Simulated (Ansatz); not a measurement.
`FC[SiH2][SiH3]` + `C[S][Mg][OH]` → `C[S][Mg][O][SiH3]` + `FC[SiH3]`  (cleavage of the Si–Si bond)

Computed with Ansatz on PBE0-D4/def2-TZVP structures; ΔE is electronic, products minus reactants. CBS: MP2 limit from def2 TZ/QZ plus the TZ coupled-cluster correction, frozen cores. DFT in def2-TZVPP. For Mg outer-core shells are correlated without core-valence functions, which leaves a few kJ/mol of doubt a bond. Each species was taken in one conformer, which may not be the lowest.

`FC[SiH2][SiH3]`:

Cartesian coordinates in Å:
```
F -0.392 0.965 -2.005
C 0.440 1.364 -0.964
Si -0.127 0.576 0.671
Si -0.291 -1.746 0.444
H 0.417 2.457 -0.911
H 1.463 1.061 -1.210
H 0.888 0.932 1.703
H -1.436 1.157 1.077
H -0.596 -2.366 1.762
H -1.367 -2.106 -0.516
H 1.001 -2.294 -0.051
```

`C[S][Mg][OH]`:

Cartesian coordinates in Å:
```
C -0.481 -1.685 0.039
S 1.048 -0.937 -0.624
Mg 0.772 1.290 -0.208
O 0.535 2.993 0.167
H -0.411 -2.758 -0.138
H -0.581 -1.524 1.112
H -1.371 -1.315 -0.470
H 0.489 3.938 0.122
```

`C[S][Mg][O][SiH3]`:

```xyz
11

C    -1.464   -2.233   -1.765
S    -0.868   -0.659   -2.478
Mg    0.048    0.424   -0.696
O     0.765    1.265    0.710
Si    1.413    2.031    1.972
H    -0.650   -2.828   -1.352
H    -1.915   -2.796   -2.581
H    -2.225   -2.073   -1.002
H     0.404    2.255    3.049
H     2.537    1.247    2.565
H     1.954    3.365    1.578
```

`FC[SiH3]`:

Z-matrix (Å, degrees):
```
C
Si 1 1.895
F 1 1.391 2 110.4
H 1 1.095 2 111.2 3 120.0
H 1 1.095 2 111.2 3 -120.0
H 2 1.484 1 110.0 3 60.5
H 2 1.484 1 110.0 3 -60.5
H 2 1.488 1 107.8 3 180.0
```

```json
{"species": "`FC[SiH2][SiH3]`", "ωB97M-V energy (Eh)": "-721.09284"}
{"species": "`C[S][Mg][OH]`", "ωB97M-V energy (Eh)": "-714.06856"}
{"species": "`C[S][Mg][O][SiH3]`", "ωB97M-V energy (Eh)": "-1004.79052"}
{"species": "`FC[SiH3]`", "ωB97M-V energy (Eh)": "-430.41661"}
```

Work out ΔE.

ΔE = (-1004.79052) + (-430.41661) − (-721.09284) − (-714.06856) = -0.04573 Eh = -120.1 kJ/mol. CCSD(T)/CBS gives -121.5 kJ/mol.

Largest T1 diagnostic among the species: 0.012.

From PBE to PBE0 (25 % exact exchange), in def2-TZVPP and without D4, ΔE moves by −8.2 kJ/mol. In def2-TZVPP, CCSD(T) changes the Hartree–Fock value by +26.5 kJ/mol (the triples alone add +3.1 kJ/mol) and MP2 by +20.7 kJ/mol. The D4 term adds +4.0 kJ/mol with B3LYP and +2.3 kJ/mol with PBE0; it sums over pairs of atoms, weighted by their polarisabilities, and B3LYP, whose exchange is more repulsive, gets the larger term.

B3LYP here is the variant with VWN-RPA as its local correlation; programs differ in this.
